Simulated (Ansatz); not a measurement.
Li₆Al. Charge 0, multiplicity 2. Geometry PBE0-D4/def2-TZVP.

```xyz
7

Al    0.224    0.049   -0.599
Li   -1.525   -1.205   -2.097
Li    2.461    1.402   -0.397
Li    0.433    1.001    1.824
Li   -1.889    1.524   -0.395
Li   -1.466   -1.220    0.937
Li    1.762   -1.551    0.727
```

B3LYP takes the VWN-RPA correlation. Another isomer (doublet) lies 0.02 eV lower at PBE0-D4/def2-TZVP; other spin states weren't run for this one.

Task: Estimate the α-spin orbital energies around the gap (eV) in Ansatz with PBE-D4/def2-TZVP, r2SCAN-D4/def2-TZVP, B3LYP-D4/def2-TZVP, PBE0-D4/def2-TZVP, CAM-B3LYP-D4/def2-TZVP.

Result: 
```tsv
orbital	PBE-D4/def2-TZVP	r2SCAN-D4/def2-TZVP	B3LYP-D4/def2-TZVP	PBE0-D4/def2-TZVP	CAM-B3LYP-D4/def2-TZVP
HOMO−9	-50.58	-52.15	-54.23	-54.67	-56.14
HOMO−8	-50.38	-51.96	-54.03	-54.45	-55.93
HOMO−7	-50.37	-51.96	-54.03	-54.44	-55.93
HOMO−6	-50.00	-51.57	-53.68	-54.07	-55.57
HOMO−5	-50.00	-51.57	-53.68	-54.06	-55.56
HOMO−4	-7.24	-7.45	-8.17	-8.43	-9.86
HOMO−3	-4.03	-4.11	-4.45	-4.69	-5.48
HOMO−2	-3.41	-3.44	-3.74	-3.95	-4.64
HOMO−1	-3.37	-3.40	-3.70	-3.91	-4.61
HOMO	-2.64	-2.68	-2.82	-3.02	-3.48
LUMO	-1.69	-1.58	-1.22	-1.20	-0.34
LUMO+1	-1.68	-1.54	-1.19	-1.17	-0.32
LUMO+2	-1.61	-1.48	-1.10	-1.11	-0.22
LUMO+3	-1.56	-1.40	-1.08	-1.06	-0.20
LUMO+4	-1.21	-1.00	-0.74	-0.70	0.13
LUMO+5	-1.10	-0.82	-0.62	-0.58	0.27
β HOMO	-3.34	-3.39	-3.68	-3.90	-4.60
β LUMO	-2.09	-1.77	-1.76	-1.58	-0.94
```
